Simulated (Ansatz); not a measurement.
Program: Ansatz 0.2.0.

Basis-set series for digermane (`[GeH3][GeH3]`). Total charge 0; spin multiplicity 1. The geometry is a stationary point of PBE0-D4/def2-TZVP.

```
functional       basis  functions  energy (Eh)  HOMO (eV)  LUMO (eV)
   PBE0-D4    def2-SVP         94  -4156.55200      -8.20       0.74
   PBE0-D4  def2-TZVPP        180  -4157.07779      -8.20       0.37
   ωB97M-V    def2-SVP         94  -4156.81847     -10.19       2.58
   ωB97M-V  def2-TZVPP        180  -4157.34494     -10.23       2.03
```

Problem. Give the rows for def2-QZVPP. (An estimate is asked.)

Solution. The calculation gave: 
```json
{"functional": "PBE0-D4", "basis": "def2-QZVPP", "functions": "358", "energy (Eh)": "-4157.16829", "HOMO (eV)": "-8.19", "LUMO (eV)": "0.05"}
{"functional": "ωB97M-V", "basis": "def2-QZVPP", "functions": "358", "energy (Eh)": "-4157.43351", "HOMO (eV)": "-10.22", "LUMO (eV)": "1.38"}
```

Positive LUMOs are unbound and depend on the basis. Scalar relativity is left out up to krypton.
